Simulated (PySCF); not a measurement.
C3H8AlFO2 (SMILES CC(C)[O][Al]([OH])[F]), singlet, geometry from GFN2-xTB (such geometries of metal compounds can be far from the true shape), atoms displaced at random by about 0.03 Å a coordinate; PBE0/STO-3G, gradient by finite differences in PySCF.

The PySCF input:
```python
from pyscf import gto, scf, dft

mol = gto.Mole()
mol.atom = '''
    Al   -0.234787    0.667180    1.021140
    F    -1.806503    0.145384    1.384522
    O     0.436818    1.901282    1.891054
    H     0.317669    2.556905    2.622517
    O     0.729202    0.008986   -0.205049
    C     0.842009   -0.862995   -1.277175
    C     0.391836   -0.156956   -2.543171
    C     0.004707   -2.106513   -1.039825
    H     1.886801   -1.161314   -1.353142
    H    -0.760328    0.107393   -2.472488
    H     0.513389   -0.783047   -3.447103
    H     0.940017    0.736788   -2.669492
    H     0.369641   -2.509708   -0.085982
    H    -1.070810   -1.866334   -0.939705
    H     0.160183   -2.840509   -1.878675
'''
mol.basis = 'sto-3g'
mol.charge = 0
mol.spin = 0
mol.verbose = 4
mol.build()

mf = dft.RKS(mol)
mf.xc = 'pbe0'
mf.conv_tol = 1e-11
mf.kernel()
scan, done = mf.as_scanner(), []
scan.scf_summary = {}
def energy(d):
    c = mol.atom_coords()
    c[3, 2] += d
    e = scan(mol.set_geom_(c, unit='Bohr', inplace=False))
    done.append(scan.converged)
    return e
h = 1e-3
fd = (energy(h) - energy(-h)) / (2 * h)
print('dE/dx =', fd)
```

The log (banner, timings and long lists left out):

```
PySCF version 2.14.0

[INPUT] verbose = 4
[INPUT] num. atoms = 15
[INPUT] num. electrons = 64
[INPUT] charge = 0
[INPUT] spin (= nelec alpha-beta = 2S) = 0
[INPUT] symmetry False subgroup None
[INPUT] Mole.unit = angstrom
[INPUT] Symbol           X                Y                Z      unit          X                Y                Z       unit  Magmom
[...]
nuclear repulsion = 378.830481605942
number of shells = 31
number of NR pGTOs = 141
number of NR cGTOs = 47
basis = sto-3g
ecp = {}

******** <class 'pyscf.dft.rks.RKS'> ********
method = RKS
initial guess = minao
damping factor = 0
level_shift factor = 0
DIIS = <class 'pyscf.scf.diis.CDIIS'>
diis_start_cycle = 1
diis_space = 8
diis_damp = 0
SCF conv_tol = 1e-11
SCF conv_tol_grad = None
SCF max_cycles = 50
direct_scf = True
direct_scf_tol = 1e-13
XC library pyscf.dft.libxc version 7.1.2
    S. Lehtola, C. Steigemann, M. J. T. Oliveira, and M. A. L. Marques,  SoftwareX 7, 1–5 (2018)
XC functionals = pbe0
    C. Adamo and V. Barone,  J. Chem. Phys. 110, 6158 (1999)
    M. Ernzerhof and G. E. Scuseria,  J. Chem. Phys. 110, 5029 (1999)
radial grids:
    Treutler-Ahlrichs [JCP 102, 346 (1995); DOI:10.1063/1.469408] (M4) radial grids

becke partition: Becke, JCP 88, 2547 (1988); DOI:10.1063/1.454033
pruning grids: <function nwchem_prune>
grids dens level: 3
symmetrized grids: False
atomic radii adjust function: <function treutler_atomic_radii_adjust>
small_rho_cutoff = 0
Set gradient conv threshold to 3.16228e-06
Initial guess from minao.
tot grids = 182424
init E= -603.915949065666
[...]
cycle= 1 E= -603.291739356896  delta_E= 0.624  |g|= 0.865  |ddm|= 4.72
[...]
cycle= 2 E= -603.282210571697  delta_E= 0.00953  |g|= 0.966  |ddm|= 2.56
[...]
cycle= 3 E= -603.573177126624  delta_E= -0.291  |g|= 0.108  |ddm|= 1.38
[...]
cycle= 4 E= -603.576958615654  delta_E= -0.00378  |g|= 0.0462  |ddm|= 0.252
[...]
cycle= 5 E= -603.57781745005  delta_E= -0.000859  |g|= 0.00473  |ddm|= 0.0825
[...]
cycle= 6 E= -603.577825076035  delta_E= -7.63e-06  |g|= 0.00133  |ddm|= 0.00824
[...]
cycle= 7 E= -603.577825591202  delta_E= -5.15e-07  |g|= 0.000243  |ddm|= 0.00199
[...]
cycle= 8 E= -603.577825613294  delta_E= -2.21e-08  |g|= 3.12e-05  |ddm|= 0.00041
[...]
cycle= 9 E= -603.577825613555  delta_E= -2.61e-10  |g|= 1.74e-05  |ddm|= 6.82e-05
[...]
cycle= 10 E= -603.577825613658  delta_E= -1.03e-10  |g|= 2.06e-06  |ddm|= 2.92e-05
[...]
cycle= 11 E= -603.577825613668  delta_E= -1e-11  |g|= 5.1e-07  |ddm|= 4.86e-06
[...]
cycle= 12 E= -603.577825613667  delta_E= 7.96e-13  |g|= 8.59e-08  |ddm|= 9.08e-07
[...]
Extra cycle  E= -603.577825613665  delta_E= 1.48e-12  |g|= 7.19e-08  |ddm|= 2.51e-07
converged SCF energy = -603.577825613665
Create scanner for <class 'pyscf.dft.rks.RKS'>

WARN: Mole.unit (angstrom) is changed to Bohr

New geometry
   1 Al    -0.234787000000   0.667180000000   1.021140000000 AA   -0.443683127608   1.260787475787   1.929674934838 Bohr
   2 F     -1.806503000000   0.145384000000   1.384522000000 AA   -3.413795913205   0.274735942894   2.616367393435 Bohr
   3 O      0.436818000000   1.901282000000   1.891054000000 AA    0.825466386280   3.592902265565   3.573574146763 Bohr
   4 H      0.317669000000   2.556905000000   2.623046177211 AA    0.600307408264   4.831850176531   4.956838887016 Bohr
   5 O      0.729202000000   0.008986000000  -0.205049000000 AA    1.377992069485   0.016981078955  -0.387486452116 Bohr
   6 C      0.842009000000  -0.862995000000  -1.277175000000 AA    1.591166404419  -1.630824196869  -2.413510963141 Bohr
   7 C      0.391836000000  -0.156956000000  -2.543171000000 AA    0.740462725745  -0.296603853607  -4.805896677936 Bohr
   8 C      0.004707000000  -2.106513000000  -1.039825000000 AA    0.008894940868  -3.980732647836  -1.964984467476 Bohr
   9 H      1.886801000000  -1.161314000000  -1.353142000000 AA    3.565537141555  -2.194565404623  -2.557067787646 Bohr
  10 H     -0.760328000000   0.107393000000  -2.472488000000 AA   -1.436811684838   0.202943357695  -4.672325166274 Bohr
  11 H      0.513389000000  -0.783047000000  -3.447103000000 AA    0.970164605364  -1.479744372662  -6.514080593167 Bohr
  12 H      0.940017000000   0.736788000000  -2.669492000000 AA    1.776374682435   1.392327531866  -5.044608771717 Bohr
  13 H      0.369641000000  -2.509708000000  -0.085982000000 AA    0.698520254410  -4.742660772630  -0.162482431642 Bohr
  14 H     -1.070810000000  -1.866334000000  -0.939705000000 AA   -2.023537631446  -3.526860116964  -1.775785087884 Bohr
  15 H      0.160183000000  -2.840509000000  -1.878675000000 AA    0.302701999811  -5.367784064362  -3.550181227067 Bohr

******** <class 'pyscf.scf.hf.RKS_Scanner'> ********
method = RKS_Scanner
initial guess = minao
damping factor = 0
level_shift factor = 0
DIIS = <class 'pyscf.scf.diis.CDIIS'>
diis_start_cycle = 1
diis_space = 8
diis_damp = 0
SCF conv_tol = 1e-11
SCF conv_tol_grad = None
SCF max_cycles = 50
direct_scf = True
direct_scf_tol = 1e-13
XC library pyscf.dft.libxc version 7.1.2
    S. Lehtola, C. Steigemann, M. J. T. Oliveira, and M. A. L. Marques,  SoftwareX 7, 1–5 (2018)
XC functionals = pbe0
    C. Adamo and V. Barone,  J. Chem. Phys. 110, 6158 (1999)
    M. Ernzerhof and G. E. Scuseria,  J. Chem. Phys. 110, 5029 (1999)
radial grids:
    Treutler-Ahlrichs [JCP 102, 346 (1995); DOI:10.1063/1.469408] (M4) radial grids

becke partition: Becke, JCP 88, 2547 (1988); DOI:10.1063/1.454033
pruning grids: <function nwchem_prune>
grids dens level: 3
symmetrized grids: False
atomic radii adjust function: <function treutler_atomic_radii_adjust>
small_rho_cutoff = 0
Set gradient conv threshold to 3.16228e-06
tot grids = 182424
init E= -603.577689421473
[...]
cycle= 1 E= -603.577825864582  delta_E= -0.000136  |g|= 0.000101  |ddm|= 0.000867
[...]
cycle= 2 E= -603.57782586953  delta_E= -4.95e-09  |g|= 5.3e-05  |ddm|= 0.000328
[...]
cycle= 3 E= -603.577825870445  delta_E= -9.14e-10  |g|= 2.51e-05  |ddm|= 0.000123
[...]
cycle= 4 E= -603.577825870664  delta_E= -2.2e-10  |g|= 3.03e-06  |ddm|= 3.97e-05
[...]
cycle= 5 E= -603.577825870665  delta_E= -6.82e-13  |g|= 9.45e-07  |ddm|= 5.43e-06
[...]
Extra cycle  E= -603.577825870666  delta_E= -6.82e-13  |g|= 8.88e-07  |ddm|= 2.97e-06
converged SCF energy = -603.577825870666

WARN: Mole.unit (angstrom) is changed to Bohr

New geometry
   1 Al    -0.234787000000   0.667180000000   1.021140000000 AA   -0.443683127608   1.260787475787   1.929674934838 Bohr
   2 F     -1.806503000000   0.145384000000   1.384522000000 AA   -3.413795913205   0.274735942894   2.616367393435 Bohr
   3 O      0.436818000000   1.901282000000   1.891054000000 AA    0.825466386280   3.592902265565   3.573574146763 Bohr
   4 H      0.317669000000   2.556905000000   2.621987822789 AA    0.600307408264   4.831850176531   4.954838887016 Bohr
   5 O      0.729202000000   0.008986000000  -0.205049000000 AA    1.377992069485   0.016981078955  -0.387486452116 Bohr
   6 C      0.842009000000  -0.862995000000  -1.277175000000 AA    1.591166404419  -1.630824196869  -2.413510963141 Bohr
   7 C      0.391836000000  -0.156956000000  -2.543171000000 AA    0.740462725745  -0.296603853607  -4.805896677936 Bohr
   8 C      0.004707000000  -2.106513000000  -1.039825000000 AA    0.008894940868  -3.980732647836  -1.964984467476 Bohr
   9 H      1.886801000000  -1.161314000000  -1.353142000000 AA    3.565537141555  -2.194565404623  -2.557067787646 Bohr
  10 H     -0.760328000000   0.107393000000  -2.472488000000 AA   -1.436811684838   0.202943357695  -4.672325166274 Bohr
  11 H      0.513389000000  -0.783047000000  -3.447103000000 AA    0.970164605364  -1.479744372662  -6.514080593167 Bohr
  12 H      0.940017000000   0.736788000000  -2.669492000000 AA    1.776374682435   1.392327531866  -5.044608771717 Bohr
  13 H      0.369641000000  -2.509708000000  -0.085982000000 AA    0.698520254410  -4.742660772630  -0.162482431642 Bohr
  14 H     -1.070810000000  -1.866334000000  -0.939705000000 AA   -2.023537631446  -3.526860116964  -1.775785087884 Bohr
  15 H      0.160183000000  -2.840509000000  -1.878675000000 AA    0.302701999811  -5.367784064362  -3.550181227067 Bohr

******** <class 'pyscf.scf.hf.RKS_Scanner'> ********
method = RKS_Scanner
initial guess = minao
damping factor = 0
level_shift factor = 0
DIIS = <class 'pyscf.scf.diis.CDIIS'>
diis_start_cycle = 1
diis_space = 8
diis_damp = 0
SCF conv_tol = 1e-11
SCF conv_tol_grad = None
SCF max_cycles = 50
direct_scf = True
direct_scf_tol = 1e-13
XC library pyscf.dft.libxc version 7.1.2
    S. Lehtola, C. Steigemann, M. J. T. Oliveira, and M. A. L. Marques,  SoftwareX 7, 1–5 (2018)
XC functionals = pbe0
    C. Adamo and V. Barone,  J. Chem. Phys. 110, 6158 (1999)
    M. Ernzerhof and G. E. Scuseria,  J. Chem. Phys. 110, 5029 (1999)
radial grids:
    Treutler-Ahlrichs [JCP 102, 346 (1995); DOI:10.1063/1.469408] (M4) radial grids

becke partition: Becke, JCP 88, 2547 (1988); DOI:10.1063/1.454033
pruning grids: <function nwchem_prune>
grids dens level: 3
symmetrized grids: False
atomic radii adjust function: <function treutler_atomic_radii_adjust>
small_rho_cutoff = 0
Set gradient conv threshold to 3.16228e-06
tot grids = 182424
init E= -603.578098133599
[...]
cycle= 1 E= -603.577825020523  delta_E= 0.000273  |g|= 0.000202  |ddm|= 0.00173
[...]
cycle= 2 E= -603.577825040314  delta_E= -1.98e-08  |g|= 0.000106  |ddm|= 0.000655
[...]
cycle= 3 E= -603.577825043984  delta_E= -3.67e-09  |g|= 5e-05  |ddm|= 0.000245
[...]
cycle= 4 E= -603.577825044837  delta_E= -8.52e-10  |g|= 6.07e-06  |ddm|= 7.91e-05
[...]
cycle= 5 E= -603.57782504484  delta_E= -3.87e-12  |g|= 1.89e-06  |ddm|= 1.09e-05
[...]
Extra cycle  E= -603.577825044847  delta_E= -6.37e-12  |g|= 1.77e-06  |ddm|= 5.9e-06
converged SCF energy = -603.577825044847
dE/dx = -0.0004129094577365322
```
